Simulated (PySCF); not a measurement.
Cl4Te, SMILES [Te-](Cl)(Cl)(Cl)Cl, charge -1, multiplicity 2. Atoms are numbered in the order given.

```xyz
5

Te    -0.4079     0.2554     0.0000
Cl    -0.5320     0.3771     2.5461
Cl    -0.5320     0.3771    -2.5461
Cl     0.3992    -2.4161     0.0000
Cl     1.9125     0.8807     0.0000
```
Charge -1, spin multiplicity 2.

The structure is a stationary point at r2SCAN-D4/def2-SVPD. The def2 effective core potentials stand for the cores of Te; spin–orbit coupling is left out.

Calculation: PBE0/def2-SVPD (PySCF).

Mulliken values depend strongly on the basis, most of all with diffuse functions as here. ESP charges are fitted to the potential on shells at 1.4 to 2.0 van der Waals radii. Atomic charges (e):

```tsv
atom	ESP fit	Mulliken	Mulliken spin
Te1	(withheld)	1.32	0.67
Cl2	(withheld)	-0.65	0.00
Cl3	(withheld)	-0.65	0.00
Cl4	(withheld)	-0.55	0.33
Cl5	(withheld)	-0.46	-0.01
```

Question: Fill in the missing entries. (Estimate from the structure and the level; the computed values follow.)

Answer: 
- Te1, ESP fit: 0.44
- Cl2, ESP fit: -0.41
- Cl3, ESP fit: -0.41
- Cl4, ESP fit: -0.44
- Cl5, ESP fit: -0.19
